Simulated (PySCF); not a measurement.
How methods differ on the excitation energy of Sb

Sb [Kr] 4d10 5s2 5p3 (4S) → Sb [Kr] 4d10 5s2 5p2 6s1 (4P), as a difference of total energies. Computed with PySCF 2.14 in aug-cc-pVTZ-PP with ECP28MDF (6s5p4d2f, 55 functions), with a scalar-relativistic core potential. Correlated levels: valence: 4s2 4p6 4d10 frozen. The calculations carry no spin-orbit coupling.

| method | excitation energy (eV) |
| --- | --- |
| UHF | 5.715 |
| LDA | 5.660 |
| PBE | 5.593 |
| PBE0 | 5.754 |
| r2SCAN | 5.983 |
| wB97M-V | 5.751 |
| M06-L | 5.811 |
| HSE06 | 5.715 |
| PBEsol | 5.666 |
| MP2 (valence) | 5.875 |
| SCS-MP2 (valence) | 5.836 |

Problem. How much does correlation contribute at MP2 (valence)?

Solution. 5.875 − (5.715) = 0.160 eV, measured against UHF.

Errors of the correlated levels include the incompleteness of this basis and the frozen core.

For comparison: 5.789 eV (measured; NIST levels, between the centres of gravity of the two terms).
